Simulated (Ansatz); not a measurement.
`C[Se][GeH2][F]`. Total charge 0; spin multiplicity 1.

```xyz
9

C     1.544   -0.386   -0.348
Se   -0.015   -0.027   -1.477
Ge   -1.533    0.299    0.246
F    -1.187    1.809    1.052
H     2.357   -0.639   -1.027
H     1.347   -1.228    0.313
H     1.805    0.502    0.222
H    -2.947    0.426   -0.330
H    -1.373   -0.758    1.348
```

**Question.** List the harmonic frequencies (cm⁻¹, unscaled) at PBE0-D4/def2-TZVP in Ansatz. (An estimate is asked.)

**Answer.** Ansatz gave: 51, 111, 135, 178, 306, 487, 607, 667, 681, 778, 838, 920, 933, 1309, 1462, 1471, 2159, 2187, 3080, 3180, 3188.

**Question.** Is this a minimum?

**Answer.** Yes, all 21 modes are real.

**Question.** Give the ideal-gas thermochemistry at 298.15 K and 1 bar (rigid rotor, harmonic oscillator; point group C1, symmetry number 1).

**Answer.** Zero-point energy 147.9 kJ/mol; H(298) − E = 168.7 kJ/mol; entropy 362.2 J/(mol·K), of which translation 174.1, rotation 116.3, vibration 71.8; G(298) − E = 60.7 kJ/mol. Modes under 100 cm⁻¹ are hindered rotations or soft bends, so the harmonic entropy is rough.

**Question.** And at 400, 500, 600, 800 and 1000 K?

**Answer.** 
```json
{"T (K)": "400", "H − E (kJ/mol)": "179.7", "S (J/mol/K)": "394.0", "G − E (kJ/mol)": "22.1"}
{"T (K)": "500", "H − E (kJ/mol)": "192.0", "S (J/mol/K)": "421.3", "G − E (kJ/mol)": "-18.6"}
{"T (K)": "600", "H − E (kJ/mol)": "205.4", "S (J/mol/K)": "445.8", "G − E (kJ/mol)": "-62.0"}
{"T (K)": "800", "H − E (kJ/mol)": "234.9", "S (J/mol/K)": "488.1", "G − E (kJ/mol)": "-155.5"}
{"T (K)": "1000", "H − E (kJ/mol)": "267.1", "S (J/mol/K)": "523.9", "G − E (kJ/mol)": "-256.8"}
```

**Question.** Rotational constants (cm⁻¹)?

**Answer.** 0.1787, 0.04974, 0.04496.
